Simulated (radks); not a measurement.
Question: Successive ionisation energies (eV) of one element, from differences of total energies of ions in their ground configurations, starting at charge 22: 708.44, 743.64, 779.07, 882.74, 919.85, 1599.3, 1683.5, 1769.3, 1856.6, 1945.4, 2035.7, 2127.5, 2220.6, 2315.2, 2411.1, 2717.9, 2804.6, 2891.8, 2979.5, 3067.5, 3155.7, 3406.9. Calculated with a radial shooting solver on a logarithmic mesh with Libxc functionals: Dirac Kohn-Sham, PBE, spin-unpolarised, spherical densities, point nucleus; open shells are shared between the two j in proportion to 2j + 1. Which element is it?

Answer: Caesium (Z = 55). The first species listed is Cs22+ in [Ar] 3d10 4s2 4p3, the last Cs43+ in [Ne] 3s2.
